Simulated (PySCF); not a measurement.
## Optical rotation: `C=C(F)/C(F)=C\Br`, C4H3BrF2

Geometry:
```json
{"atom": "C1", "x (Å)": "-1.804", "y (Å)": "0.578", "z (Å)": "0.171"}
{"atom": "C2", "x (Å)": "-0.743", "y (Å)": "-0.211", "z (Å)": "-0.011"}
{"atom": "F3", "x (Å)": "-0.890", "y (Å)": "-1.509", "z (Å)": "-0.252"}
{"atom": "C4", "x (Å)": "0.643", "y (Å)": "0.251", "z (Å)": "0.034"}
{"atom": "F5", "x (Å)": "0.734", "y (Å)": "1.556", "z (Å)": "0.309"}
{"atom": "C6", "x (Å)": "1.797", "y (Å)": "-0.408", "z (Å)": "-0.154"}
{"atom": "Br7", "x (Å)": "2.031", "y (Å)": "-2.207", "z (Å)": "-0.555"}
{"atom": "H8", "x (Å)": "-2.809", "y (Å)": "0.157", "z (Å)": "0.123"}
{"atom": "H9", "x (Å)": "-1.667", "y (Å)": "1.640", "z (Å)": "0.366"}
{"atom": "H10", "x (Å)": "2.724", "y (Å)": "0.161", "z (Å)": "-0.068"}
```

Level of theory: TDDFT BHandHLYP/def2-SVPD circular dichroism and optical rotation, one conformer, gas phase (PySCF 2.14.0). Geometry: PBE0-D3(BJ)/def2-SVP.

The calculation is non-relativistic, which matters for the atoms heavier than Zn. States above about 8.0 eV (minus the energy of the highest occupied orbital) lie near or above the ionisation threshold and depend on the basis. No stereocentre is labelled: unless the shape is locked (an allene, a helicene, a hindered biaryl), the mirror image is equally populated and a measured rotation or CD is zero.

**Question.** What is the specific rotation at 633, 589.3, 546, 436, 405, 365, 355 nm?

**Answer.** [α] in deg dm⁻¹ (g/mL)⁻¹:
```csv
λ (nm),origin-invariant length gauge,modified velocity gauge,length gauge (centre of mass),isotropic polarisability (au)
633,-2.4,-1.8,-2.4,80.3
589.3,-3.0,-2.1,-2.9,81.0
546,-3.6,-2.7,-3.6,81.9
436,-7.3,-5.6,-7.3,85.8
405,-9.6,-7.5,-9.6,87.8
365,-14.7,-11.8,-14.6,91.6
355,-16.6,-13.6,-16.6,93.0
```

The first excitation lies at 5.42 eV (229 nm) with R = -1.2 × 10⁻⁴⁰ esu² cm² (velocity form).
